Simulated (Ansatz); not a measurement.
Consider the formal exchange of groups at the Sn–B bond: `C[B](C)[SnH3]` + `CCC` → `C[CH2][SnH3]` + `CB(C)C`.

Computed with Ansatz on PBE0-D4/def2-TZVP structures; ΔE is electronic, products minus reactants. CCSD(T)/CBS adds triple-zeta CCSD(T) − MP2 to the extrapolated MP2 energy (def2 sets, frozen cores). DFT in def2-TZVPP. B3LYP here is the variant with VWN-RPA as its local correlation; programs differ in this. Elements past krypton have def2 core potentials. For Sn outer-core shells are correlated without core-valence functions, which leaves a few kJ/mol of doubt a bond.

Q: Is it downhill or uphill in electronic energy at CCSD(T)/CBS, and by how much? (Best estimate.)

A: Computed: Downhill: ΔE = -0.28 eV.

Q: What do these levels give: PBE0-D4, B3LYP-D4, ωB97X-V, PBE, MP2/CBS(def2), CCSD/CBS(def2)? (Best estimate.)

A: The calculation gave: PBE0-D4 -0.25, B3LYP-D4 -0.28, ωB97X-V -0.29, PBE -0.25, MP2/CBS(def2) -0.31, CCSD/CBS(def2) -0.28 eV.

Largest T1 diagnostic among the species: 0.012.
